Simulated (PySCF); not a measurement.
## Field gradients at the hydrogen positions

C7H15FSi.
Geometry (GFN2-xTB, Å), atoms numbered from 1 in this order:
```
atom  x, y, z in Å
C1     2.6304   -1.3694   -0.9024
C2     1.8975   -0.2710   -0.9300
C3     1.5202    0.5237    0.2720
Si4   -0.3463    0.4422    0.6793
F5    -0.5074    1.3370    2.0389
C6    -0.9350   -1.3083    1.1301
C7    -1.0147   -2.2630   -0.0585
C8    -1.4400    1.2775   -0.6383
C9    -1.0552    2.7296   -0.9176
H10    2.8712   -1.9203   -1.7956
H11    3.0226   -1.7640    0.0210
H12    1.5149    0.1006   -1.8721
H13    1.7870    1.5699    0.1090
H14    2.0895    0.1756    1.1351
H15   -0.2635   -1.7324    1.8779
H16   -1.9163   -1.2475    1.6035
H17   -0.0434   -2.3600   -0.5370
H18   -1.3388   -3.2506    0.2640
H19   -1.7243   -1.8981   -0.7972
H20   -2.4792    1.2503   -0.3056
H21   -1.4024    0.7163   -1.5727
H22   -1.0874    3.3143   -0.0020
H23   -0.0496    2.7904   -1.3264
H24   -1.7414    3.1769   -1.6344
```

Level: PBE0/pcSseg-1 (PySCF, non-relativistic); Q(2H) = 0.00286 b; rigid geometry, the same for H and D, with no vibrational averaging.

Problem. Rank these positions by the coupling χzz of a deuteron there, largest first.
A. H12 (vinylic hydrogen)
B. H10 (vinylic hydrogen)
C. H13 (methylene hydrogen)

Solution. B (228 kHz), A (218 kHz), C (209 kHz).

Problem. Tabulate Vzz, the asymmetry η and χzz = 234.96 MHz × Q × Vzz for every hydrogen position.

Solution. 
```tsv
atom	bonded to	bond length (Å)	Vzz (au)	η	χzz (kHz)
H10	C1	1.077	0.3393	0.06	228
H11	C1	1.078	0.3360	0.06	226
H12	C2	1.083	0.3239	0.05	218
H13	C3	1.092	0.3111	0.04	209
H14	C3	1.091	0.3111	0.04	209
H15	C6	1.091	0.3130	0.02	210
H16	C6	1.091	0.3121	0.02	210
H17	C7	1.087	0.3090	0.02	208
H18	C7	1.088	0.3149	0.02	212
H19	C7	1.087	0.3161	0.02	212
H20	C8	1.092	0.3116	0.03	209
H21	C8	1.091	0.3141	0.03	211
H22	C9	1.087	0.3134	0.02	211
H23	C9	1.087	0.3164	0.03	213
H24	C9	1.088	0.3144	0.02	211
```

Problem. How does χzz go with the bond length over the 15 C–H bonds?

Solution. A straight-line fit has a slope of -12.0 kHz for each 0.01 Å, with a correlation coefficient of -0.94, over lengths from 1.077 to 1.092 Å. The longer bonds have the smaller couplings here.

Problem. Give the 2H NMR doublet splittings at H16 for a magnetic field along the z, y and x axes of the gradient: 3χ/2, 3χ(1 + η)/4, 3χ(1 − η)/4.

Solution. With |χ| = 209.7 kHz and η = 0.021: 315, 161 and 154 kHz, to first order and without motion.

Isolated species at its GFN2-xTB geometry (one conformer only). GFN2-xTB bond lengths can be off by several hundredths of an ångström, more for odd bonds, and the gradients follow them. These gradients aren't converged with respect to the basis.

The run behind these numbers computed NMR shieldings as well. Hardware: one thread of an Arm Neoverse N1, no GPU, shared host. Cost: 1.7 min, 0.98 GiB resident at most.
